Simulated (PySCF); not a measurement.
## Radial density of Ge²⁺ (germanium, charge +2)

M06, [Ar] 3d10 4s2, closed-shell 1S. Computed with PySCF 2.14 in aug-cc-pVQZ-PP with ECP10MDF (7s6p5d3f2g, 89 functions), with scalar relativity through the core potential. This is the valence pseudo-density: the core potential removes the inner electrons and smooths the orbitals near the nucleus.

| r (bohr) | 4πr²ρ (e/bohr) |
| --- | --- |
| 0.00101 | 1.271e-05 |
| 0.00170 | 3.555e-05 |
| 0.00286 | 9.759e-05 |
| 0.00480 | 0.0002565 |
| 0.00808 | 0.0006286 |
| 0.0136 | 0.001436 |
| 0.0229 | 0.003000 |
| 0.0385 | 0.007526 |
| 0.0647 | 0.04559 |
| 0.109 | 0.4327 |
| 0.183 | 3.069 |
| 0.308 | 14.11 |
| 0.518 | 28.71 |
| 0.871 | 14.10 |
| 1.46 | 2.989 |
| 2.46 | 0.7603 |
| 4.14 | 0.02845 |
| 6.97 | 4.255e-05 |

Energies and moments cover only the electrons outside the core potential.
